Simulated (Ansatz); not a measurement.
`CC(C)COC(=O)C(C)C` and `CC(C)COC(=O)CCCl` differ in one atom or group.

Ansatz, PBE0-D4/def2-TZVP geometries, multiplicity 1. Each molecule was computed in one conformer, which needn't be the lowest.

```
                                        property  `CC(C)COC(=O)C(C)C`
              LUMO energy (PBE0/def2-TZVPP) / eV                 0.51
  size of the dipole moment (PBE/def2-TZVPP) / D                 2.14
           HOMO–LUMO gap (B3LYP/def2-TZVPP) / eV                 7.64
           HOMO energy (ωB97M-V/def2-TZVPP) / eV               -10.10
size of the dipole moment (B3LYP/def2-TZVPP) / D                 2.20
               LUMO energy (PBE/def2-TZVPP) / eV                -0.65
```

**Question.** Give the same properties after the change, and the shifts. (Estimate.)

**Answer.** Ansatz gave: 
```json
{"property": "LUMO energy (PBE0/def2-TZVPP) / eV", "`CC(C)COC(=O)CCCl`": "-0.04", "shift": "-0.55"}
{"property": "size of the dipole moment (PBE/def2-TZVPP) / D", "`CC(C)COC(=O)CCCl`": "2.52", "shift": "0.38"}
{"property": "HOMO–LUMO gap (B3LYP/def2-TZVPP) / eV", "`CC(C)COC(=O)CCCl`": "7.48", "shift": "-0.16"}
{"property": "HOMO energy (ωB97M-V/def2-TZVPP) / eV", "`CC(C)COC(=O)CCCl`": "-10.43", "shift": "-0.33"}
{"property": "size of the dipole moment (B3LYP/def2-TZVPP) / D", "`CC(C)COC(=O)CCCl`": "2.54", "shift": "0.34"}
{"property": "LUMO energy (PBE/def2-TZVPP) / eV", "`CC(C)COC(=O)CCCl`": "-1.14", "shift": "-0.49"}
```

With PBE0 the HOMO falls by 0.38 eV and the LUMO falls by 0.55 eV, so the gap narrows by about 0.17 eV. PBE moves the HOMO by -0.42 eV and ωB97M-V by -0.33 eV. Dipoles are sizes alone; their direction can turn.

B3LYP here is the variant with VWN-RPA as its local correlation; programs differ in this.

Positive LUMOs are unbound, so they and the gaps depend on the basis.
